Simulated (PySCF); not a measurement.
F2Sn, charge -1, doublet, geometry from GFN2-xTB (such geometries of metal compounds can be far from the true shape) (a state made from the parent by changing its charge; the spin is typed, not shown lowest) (core potentials on Sn). Base run: HF/def2-SVP run with PySCF.

The PySCF input:
```python
from pyscf import gto, scf

mol = gto.Mole()
mol.atom = '''
    Sn    0.01391959   -0.00751882    0.33026563
    F     0.87048971    1.67444647   -0.91807744
    F    -0.94782076   -1.63267523   -0.91673164
'''
mol.basis = 'def2-svp'
mol.ecp = {'Sn': 'def2-svp'}
mol.charge = -1
mol.spin = 1
mol.verbose = 4
mol.build()

mf = scf.UHF(mol)
mf.kernel()
```

The base run was repeated with changes; each row names its change, and settings that it needs were set with it.

```csv
change,basis functions,E (Eh),HOMO (eV)
base,54,-412.11786,-1.83
basis = jorge-DZP-DKH; relativity = spin-free X2C (without mol.ecp = {'Sn': 'def2-svp'}),78,-6367.80752,-1.55
basis = x2c-TZVPall; relativity = spin-free X2C; nucleus = Gaussian (with mol.nucmod = 'G'; without mol.ecp = {'Sn': 'def2-svp'}),122,-6372.97947,-2.11
basis = jorge-DZP-DKH; relativity = none (without mol.ecp = {'Sn': 'def2-svp'}),78,-6161.51818,-1.67
basis = ANO-RCC-VDZP; relativity = spin-free X2C; nucleus = Gaussian (with mol.nucmod = 'G'; without mol.ecp = {'Sn': 'def2-svp'}),71,-6372.77653,-2.24
basis = x2c-TZVPall; relativity = spin-free X2C (without mol.ecp = {'Sn': 'def2-svp'}),122,-6373.12131,-2.11
basis = jorge-DZP-DKH; relativity = spin-free X2C; nucleus = Gaussian (with mol.nucmod = 'G'; without mol.ecp = {'Sn': 'def2-svp'}),78,-6367.66497,-1.55
basis = x2c-TZVPall; relativity = none (without mol.ecp = {'Sn': 'def2-svp'}),122,-6103.63484,-2.27
basis = ANO-RCC-VDZP; relativity = none (without mol.ecp = {'Sn': 'def2-svp'}),71,-6050.21963,-2.89
basis = ANO-RCC-VDZP; relativity = spin-free X2C (without mol.ecp = {'Sn': 'def2-svp'}),71,-6372.94385,-2.24
```

Totals shift with the method and basis; they matter in differences.

Open shells are given as the SCF converged; they aren't shown to be the lowest states, and a large step between rows can be another state.

Basis sets contracted for a relativistic Hamiltonian are a mismatch without it, so the rows without relativity aren't non-relativistic limits. No row has spin-orbit coupling; sets with core potentials leave out the core electrons.
